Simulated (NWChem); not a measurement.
BNH$_{2}$F$_{2}$; SMILES NB(F)F

```xyz
6

B     -0.0006    -0.0412     0.0000
F      1.1322    -0.7497     0.0000
F     -1.1569    -0.7105     0.0000
N      0.0236     1.3587     0.0000
H     -0.8169     1.9161     0.0000
H      0.8834     1.8860     0.0000
```
Atoms are numbered in this order, from 1.

Computed with NWChem. Pople sets run with spherical d functions. Structure relaxed at the B3LYP/6-31G* (spherical d) level. Static field.

**Question.** Order these by “isotropic polarisability (bohr³)”, lowest first: LDA (Slater exchange, VWN5)/6-31+G*; B3LYP/6-31+G*; Hartree-Fock/6-31+G*.

**Answer.** Hartree-Fock/6-31+G* (18.7), B3LYP/6-31+G* (21.7), LDA (Slater exchange, VWN5)/6-31+G* (22.9)
